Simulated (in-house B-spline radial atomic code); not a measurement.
## RPA and G0W0 on TPSS: Ti⁴⁺

Configuration [Ne] 3s2 3p6, mean-field start TPSS. Computed with a B-spline radial code for spherical atoms: all electrons, non-relativistic, point nucleus, each spin shell either full or empty, empty states to l = 9 with an (l + 1/2)⁻⁴ tail; G0W0 by contour deformation at full frequency.

Command:
```bash
python run_gw.py task.json out
```
Settings (radii: box in bohr, nucleus in fm):
```
Z                        22
electrons                18
configuration            [Ne] 3s2 3p6
hamiltonian              nr
method                   tpss,tpss
lmax                     9
spin_polarised           False
box_radius               11.96
intervals                49
```

Run time, properties included: 1.3 s on 1 thread of Arm Neoverse N1, on a shared host.

Energies (hartree):

```json
{"term": "mean-field total", "value": "-845.99996"}
{"term": "Hartree-Fock functional on these orbitals", "value": "-845.18362"}
{"term": "direct second order", "value": "-1.3771"}
{"term": "second-order exchange", "value": "0.46026"}
{"term": "SOSEX correction", "value": "0.41779"}
```

Q: What is the RPA correlation energy, and what remains with SOSEX?

A: RPA gives -1.1946 hartree (-1.81 eV per electron); RPA + SOSEX gives -0.77678, and the second-order doubles -0.91681 hartree (no singles). SOSEX takes back 35 % of the RPA value.

Quasi-particle levels (eV):

```tsv
level	occupied	mean field	Σx - vxc	Σc	QP weight	G0W0
3p	yes	-89.63	-9.55	?	?	?
3d	no	-52.23	11.39	-3.03	0.961	-43.86
```

G0W0 = mean field + (Σx - vxc) + Σc, with Σc (partial-wave tail included) taken at the quasi-particle energy. Only the outer levels were computed. Levels of low weight are left out.

Q: Where does G0W0 put 3p?

A: At -99.31 eV, with Σc = -0.13 eV and a quasi-particle weight of 0.944. The tabulated removal energy is 99.299 ± 0.012 eV (NIST, measured); the calculation leaves out relativity, Breit and QED terms, and what these don't explain is the method's own error.
